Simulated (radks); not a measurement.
The numbers below are computed, except where a source is named.
S3+, 13 electrons, occupied as [Ne] 3s2 3p1 (the NIST ground configuration).

Code: a radial shooting solver on a logarithmic mesh with Libxc functionals. Model: Dirac Kohn-Sham, PBE, spin-unpolarised, spherical densities, finite nucleus; open shells fill j = l - 1/2 first; Fermi nuclear charge, rms radius 3.2611 fm.

Energy parts (eV):
| part | energy |
|---|---|
| total | -10790.603 |
| kinetic | 10840.907 |
| electron-nucleus | -25213.500 |
| Hartree | 4244.829 |
| exchange-correlation | -662.838 |

Orbitals (lengths in bohr, moments of r in powers of bohr; <r^-3> diverges for s and p1/2; r(max) is where P^2 peaks):
1s1/2: occ. 2; eigenvalue (eV) -2448.871; r(max) 0.06329
2s1/2: occ. 2; eigenvalue (eV) -253.3335; r(max) 0.3879
2p1/2: occ. 2; eigenvalue (eV) -199.1292; r(max) 0.3241
2p3/2: occ. 4; eigenvalue (eV) -197.8581; r(max) 0.3258; <r^-3> 81.10
3s1/2: occ. 2; eigenvalue (eV) -52.2263; r(max) 1.340
3p1/2: occ. 1; eigenvalue (eV) -40.3492; r(max) 1.438
3p3/2: occ. 0; eigenvalue (eV) -40.2159; r(max) 1.443; <r^-3> 8.555

The highest occupied level is 3p1/2 at -40.349 eV. Summed over all electrons, <r^2> = 10.50 bohr^2, which gives a Langevin (diamagnetic) susceptibility term of -8.31 x 10^-6 cm^3/mol. The electron density at the nucleus is 2954 e/bohr^3.
